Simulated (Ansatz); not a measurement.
Consider the ligand exchange at a B–C bond: `BCBCC` + `CNBN` → `BNBNC` + `CBCC`.

Gas-phase electronic energies from Ansatz, PBE0-D4/def2-TZVP geometries. CBS: MP2 limit from def2 TZ/QZ plus the TZ coupled-cluster correction, frozen cores. DFT in def2-TZVPP. B3LYP here is the variant with VWN-RPA as its local correlation; programs differ in this. Each species was taken in one conformer, which may not be the lowest.

```tsv
level	ΔE (kcal/mol)
ωB97X-V	-24.2
ωB97M-V	-24.5
PBE	-23.7
r2SCAN	-24.1
B3LYP	-24.5
SCS-MP2/def2-TZVPP	-25.0
SCS-MP2/def2-QZVPP	-24.7
CCSD/CBS(def2)	-24.5
```

Question: What does CCSD(T)/CBS give? (Estimate.)

Answer: Computed: -24.8 kcal/mol. The listed levels differ from it by 0.6, 0.3, 1.1, 0.7, 0.3, -0.2, 0.1, 0.3 kcal/mol.

Largest T1 diagnostic among the species: 0.013.

The D4 term adds −1.0 kcal/mol with B3LYP and −0.5 kcal/mol with PBE0; it sums over pairs of atoms, weighted by their polarisabilities, and B3LYP, whose exchange is more repulsive, gets the larger term. In def2-TZVPP, CCSD(T) changes the Hartree–Fock value by −1.2 kcal/mol (the triples alone add −0.3 kcal/mol) and MP2 by −0.9 kcal/mol.
